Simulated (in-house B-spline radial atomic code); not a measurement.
## Binding energies in Ni³⁺

NIST's tabulated ground configuration is [Ar] 3d7; each binding energy is the energy of the ion with one electron taken from that subshell, relaxed, less that of the parent. Method: Dirac-Hartree-Fock, average of configuration, Fermi nucleus of rms radius 3.7757 fm. Calculated with a B-spline radial code for spherical atoms. Energies include first-order Breit, QED and recoil terms.

```tsv
subshell	X-ray name	binding energy (eV)	-ε (eV)	relaxation (eV)
2s	L1	1072.1	1092.4	19.2
2p1/2	L2	931.3	953.4	20.9
2p3/2	L3	914.2	935.6	20.7
3s	M1	171.6	175.8	4.1
3p1/2	M2	126.9	130.9	3.8
3p3/2	M3	124.7	128.5	3.7
3d	M4,5	55.12	58.20	3.09
```

Relaxation = -ε minus the binding energy without Breit, QED and recoil terms.

Emission lines follow as differences of binding energies, with λ = 12398.42 eV·Å / E:

| line | holes | energy (eV) | wavelength (Å) |
| --- | --- | --- | --- |
| L1-M3 | 2s → 3p3/2 | 947.4 | 13.087 |
| L3-M1 | 2p3/2 → 3s | 742.6 | 16.696 |

**Question.** What does it cost to remove two 3d electrons?

**Answer.** 133.22 eV, which is 22.98 eV more than the two single binding energies together.

**Question.** What does it cost to remove both a 3s and a 3d electron?

**Answer.** 250.18 eV, which is 23.42 eV more than the two single binding energies together.
